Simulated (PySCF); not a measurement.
GaHO, neutral, multiplicity 1. Atoms are numbered in the order given.

```xyz
3

Ga     0.0000     0.0000    -0.4290
O      0.0000     0.0000     1.3703
H      0.0000     0.0000     2.3354
```
Charge 0, spin multiplicity 1.

The structure is a stationary point at PBE-D3(BJ)/def2-TZVP. A frequency run showed that this geometry is not a minimum.

Calculation: TDDFT-B3LYP/def2-TZVPD run with PySCF 2.14.0.

Vertical excitations; the highest root listed may be one member of a degenerate set. Isolated molecule, no solvent. State labels are in the subgroup C2v.

Estimate the UV-visible absorptions. (An estimate is asked for; the answer gives what the named calculation found.)


| state | symmetry | energy (eV) | λ (nm) | f | main pairs |
|---|---|---|---|---|---|
| S1 | A2 | 5.84 | 212 | 0.000 | HOMO−2→LUMO+1 50 %, HOMO−1→LUMO 50 % |
| S2 | A2 | 5.93 | 209 | 0.000 | HOMO−1→LUMO, HOMO−2→LUMO+1 (degenerate set) |
| S3 | A1 | 5.93 | 209 | 0.000 | HOMO−1→LUMO+1, HOMO−2→LUMO (degenerate set) |
| S4 | B1 | 6.08 | 204 | 0.294 | HOMO→LUMO (degenerate set) |
| S5 | B2 | 6.08 | 204 | 0.294 | HOMO→LUMO+1 (degenerate set) |
| S6 | A1 | 6.64 | 187 | 0.053 | HOMO→LUMO+2 61 %, HOMO−1→LUMO+1 19 %, HOMO−2→LUMO 19 % |
| S7 | B1 | 7.11 | 174 | 0.073 | HOMO−2→LUMO+2 (degenerate set) |
| S8 | B2 | 7.11 | 174 | 0.073 | HOMO−1→LUMO+2 (degenerate set) |
| S9 | A1 | 7.26 | 171 | 0.226 | HOMO→LUMO+2 36 %, HOMO−2→LUMO 24 %, HOMO−1→LUMO+1 24 %, HOMO→LUMO+3 11 % |
| S10 | A1 | 7.37 | 168 | 0.382 | HOMO→LUMO+3 87 % |
| T1 | B2 | 4.24 | 292 | 0 | HOMO→LUMO+1 (degenerate set) |
| T2 | B1 | 4.24 | 292 | 0 | HOMO→LUMO (degenerate set) |
| T3 | A1 | 5.46 | 227 | 0 | HOMO−2→LUMO 49 %, HOMO−1→LUMO+1 49 % |
| T4 | A2 | 5.61 | 221 | 0 | HOMO−2→LUMO+1 49 %, HOMO−1→LUMO 49 % |
Triplets are in the Tamm–Dancoff approximation, which puts them higher than full response would, so one can lie above its singlet here.
